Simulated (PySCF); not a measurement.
The numbers are results of PBE-D3(BJ)/def2-TZVP // B3LYP-D3(BJ)/def2-TZVP run with PySCF 2.14.0, not measurements. All species are isolated molecules in the gas phase. Excitations are Tamm–Dancoff values on a coarser integration grid. The basis has no diffuse functions, so Rydberg states are missing or too high.

Reference species (SMILES): `[NH2][Al]([NH2])[NH2]` (neutral, multiplicity 1).

- HOMO = -5.28 eV
- S1 oscillator strength = 0.004
- S1 excitation (TDA) = 4.87 eV
- S1–T1 gap (TDA) = 0.23 eV

Changed species: `[NH2][Al]([SiH3])[SiH3]` (2 of 3 NH2 replaced by SiH3; the reference has 0 of 3 NH2 replaced by SiH3).

Question: What does the change do to the HOMO, S1 oscillator strength, S1 excitation (TDA) and S1–T1 gap (TDA)?

Answer: the HOMO falls by 0.80 eV, to -6.08 eV; the S1 oscillator strength is nearly the same; the S1 excitation (TDA) drops by 0.73 eV, to 4.14 eV; the S1–T1 gap (TDA) rises by 0.36 eV, to 0.59 eV.
